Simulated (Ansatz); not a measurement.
Ansatz (a program for electronic structure) input:

Ansatz 0.2 input:
```yaml
crystal:
  periodic: [false, false, false]
  atoms:
    - {symbol: V, position_ang: [0.20098375, -0.19904662, 0.20724982]}
    - {symbol: O, position_ang: [0.76014808, 0.45450438, -1.15355574]}
    - {symbol: O, position_ang: [-1.33797637, 0.11775465, 0.55771251]}
basis:
  gaussian:
    orbitals: def2-TZVP
hamiltonian:
  xc: {name: SVWN5}
magnetization: {spin_polarized: true, initial_magnetization: 1}
relax: {f_tol: 0.003, max_steps: 100}
```

**Question.** Predict the final energy.

**Answer.** -1091.38666 Eh (SVWN5/def2-TZVP). The basis has 107 functions.

The spin state was set by rule; other spins were not relaxed.
